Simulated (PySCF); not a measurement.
HSZn, SMILES [SH][Zn+], charge +1. Atoms are numbered in the order given.

```xyz
3

Zn     0.0017     0.7778     0.0000
S     -0.0823    -1.3677     0.0000
H      1.2674    -1.4518     0.0000
```
Charge +1, spin multiplicity 1.

Geometry: PBE0-D3(BJ)/def2-TZVP. The multiplicity is an assumed one; other spin states were not compared. The isomer is the one that the SMILES or the coordinates give; other isomers of the formula were not compared.

Calculation: PBE0-D3(BJ)/def2-TZVP run with PySCF.

Frequencies are harmonic and unscaled.

**Question.** Estimate the vibrational spectrum. (The exact figures need the calculation; the answer reports its results.)

**Answer.** 
```csv
mode,ν (cm⁻¹),IR (km/mol),moving atoms (share of kinetic energy)
1,403,0.6,"S 63 %, Zn 34 %"
2,708,7.6,H 94 %
3,2659,36.6,H 97 %
```
